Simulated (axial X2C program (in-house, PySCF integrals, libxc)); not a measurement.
## Spectroscopic constants of KS⁺

Calculated with an in-house relativistic program for diatomic molecules. Spin-free means the one-electron spin-free X2C Hamiltonian; two-component (2c) means X2C with spin–orbit coupling and atomic mean-field two-electron Coulomb and Gaunt terms, so the difference of the two also holds small scalar two-electron terms. Basis: K dyall-cv3z [11s12p6d3f], S dyall-av3z [9s8p3d2f] (cores contracted in-house); Gaussian nuclei, density fitting, unrestricted open shells. Masses: K 38.964 u, S 31.972 u.

The run was started with this input:
```json
{"zs": [19, 16], "q": 1, "bas": ["dyall-cv3z", "dyall-av3z"], "levels": ["PBE0", "HF", "r2SCAN0"], "cc": true, "r0": 2.87, "thr": -2.0, "nmax": 90, "npts": 10, "nst": 2, "ntry": 6}
```
```bash
python so2c.py task.json out
```

Keys: zs atomic numbers; q charge; bas basis sets; levels methods; cc coupled cluster on or off; r0 starting distance in Å; thr threshold in hartree for freezing inner shells (an s shell follows its p shell); nmax most natural virtual spinors; npts points on the curve; nst determinants followed; ntry starts of the search. HF also brings MP2.

State, spin-free: M_S = 1, Λ = 0 (beyond evenly filled blocks: π+α, π-α); electrons by block: σα: 10, σβ: 10, π+α: 4, π+β: 3, π-α: 4, π-β: 3. Fragments: K+ + S.

State, 2c: Ω = 1 (⟨Sz⟩ = 1.00, ⟨Lz⟩ = 0.00 at PBE0); electrons by block: 1/2: 13, -1/2: 14, 3/2: 4, -3/2: 3. Fragments: K+ + S.

```json
{"Hamiltonian": "spin-free", "level": "PBE0", "Re (Å)": "3.312", "ωe (cm⁻¹)": "116.9", "ωexe (cm⁻¹)": "1.47", "Be (cm⁻¹)": "0.08751", "αe (cm⁻¹)": "0.00126", "De (eV)": "0.344", "μ (D)": "-5.64"}
{"Hamiltonian": "spin-free", "level": "HF", "Re (Å)": "3.441", "ωe (cm⁻¹)": "103.8", "ωexe (cm⁻¹)": "1.51", "Be (cm⁻¹)": "0.08107", "αe (cm⁻¹)": "0.00128", "De (eV)": "0.282", "μ (D)": "-6.16"}
{"Hamiltonian": "spin-free", "level": "MP2", "Re (Å)": "3.321", "ωe (cm⁻¹)": "117.2", "ωexe (cm⁻¹)": "1.56", "Be (cm⁻¹)": "0.08705", "αe (cm⁻¹)": "0.00128", "De (eV)": "0.326", "μ (D)": "n/a"}
{"Hamiltonian": "spin-free", "level": "CCSD", "Re (Å)": "3.343", "ωe (cm⁻¹)": "114.6", "ωexe (cm⁻¹)": "1.54", "Be (cm⁻¹)": "0.08588", "αe (cm⁻¹)": "0.00127", "De (eV)": "0.340", "μ (D)": "n/a"}
{"Hamiltonian": "spin-free", "level": "CCSD(T)", "Re (Å)": "3.334", "ωe (cm⁻¹)": "115.9", "ωexe (cm⁻¹)": "1.54", "Be (cm⁻¹)": "0.08636", "αe (cm⁻¹)": "0.00126", "De (eV)": "0.322", "μ (D)": "n/a"}
{"Hamiltonian": "spin-free", "level": "r2SCAN0", "Re (Å)": "3.321", "ωe (cm⁻¹)": "117.0", "ωexe (cm⁻¹)": "1.54", "Be (cm⁻¹)": "0.08706", "αe (cm⁻¹)": "0.00125", "De (eV)": "0.333", "μ (D)": "-5.73"}
{"Hamiltonian": "2c", "level": "PBE0", "Re (Å)": "3.312", "ωe (cm⁻¹)": "116.9", "ωexe (cm⁻¹)": "1.46", "Be (cm⁻¹)": "0.08749", "αe (cm⁻¹)": "0.00126", "De (eV)": "0.343", "μ (D)": "-5.65"}
{"Hamiltonian": "2c", "level": "HF", "Re (Å)": "3.442", "ωe (cm⁻¹)": "103.6", "ωexe (cm⁻¹)": "1.51", "Be (cm⁻¹)": "0.08103", "αe (cm⁻¹)": "0.00128", "De (eV)": "0.280", "μ (D)": "-6.16"}
{"Hamiltonian": "2c", "level": "MP2", "Re (Å)": "3.321", "ωe (cm⁻¹)": "117.2", "ωexe (cm⁻¹)": "1.55", "Be (cm⁻¹)": "0.08703", "αe (cm⁻¹)": "0.00127", "De (eV)": "0.303", "μ (D)": "n/a"}
{"Hamiltonian": "2c", "level": "CCSD", "Re (Å)": "3.344", "ωe (cm⁻¹)": "114.6", "ωexe (cm⁻¹)": "1.54", "Be (cm⁻¹)": "0.08586", "αe (cm⁻¹)": "0.00127", "De (eV)": "0.328", "μ (D)": "n/a"}
{"Hamiltonian": "2c", "level": "CCSD(T)", "Re (Å)": "3.334", "ωe (cm⁻¹)": "115.8", "ωexe (cm⁻¹)": "1.54", "Be (cm⁻¹)": "0.08634", "αe (cm⁻¹)": "0.00127", "De (eV)": "0.300", "μ (D)": "n/a"}
{"Hamiltonian": "2c", "level": "r2SCAN0", "Re (Å)": "3.321", "ωe (cm⁻¹)": "116.9", "ωexe (cm⁻¹)": "1.54", "Be (cm⁻¹)": "0.08704", "αe (cm⁻¹)": "0.00125", "De (eV)": "0.333", "μ (D)": "-5.73"}
```

Correlated methods: 14 electrons correlated (number of frozen shells: K 2 s, 1 p; S 2 s, 1 p), 238 virtual spin orbitals or spinors in MP2, 90 natural virtuals in coupled cluster.

Dipoles are positive if S is the positive end and refer to the centre of mass.

The state is a single determinant with fixed occupations, the lowest that a limited PBE0 search found. Dissociation energies refer to the lowest single-determinant-based atoms at the same level and basis. Density functionals use the spin component along the axis (collinear). Coupled cluster ran in a truncated set of natural virtual spinors; the MP2 energy of the rest was added. (T) has no such correction and the atoms are truncated less, which lowers De at CCSD(T) by a hundredth of an eV or more. The 2c atoms are single determinants rather than J levels; their spin–orbit lowering is only partly caught, and De is too large by that part. This holds for PBE0, r2SCAN0. Other states lie close and PBE0, whose exact exchange favours high spin, may order them wrongly; the determinant shown need not be the ground state. The nearest other spin-free determinant of the search, M_S = 1, Λ = 1, lies 0.42 eV up at the distance of the search. Without a current term, density functionals place determinants with orbital angular momentum somewhat too high. With several unpaired electrons one determinant need not be a pure state. Open-shell Ω = 0 determinants with evenly filled partner blocks cannot be reached by this program, so the Ω shown need not be the lowest component. This is the Ω = 1 component of a π² triplet; the 0⁺ component is not one determinant and can lie lowest.

Rough cost a point (2c) on 1 thread(s) of a shared host, integrals apart: PBE0 0.4 s, HF 0.26 s, CCSD(T) 8 s, r2SCAN0 0.7 s.

The whole task took 2.8 min on 1 thread of Intel(R) Xeon(R) CPU @ 2.60GHz (Ice Lake), on a shared host.
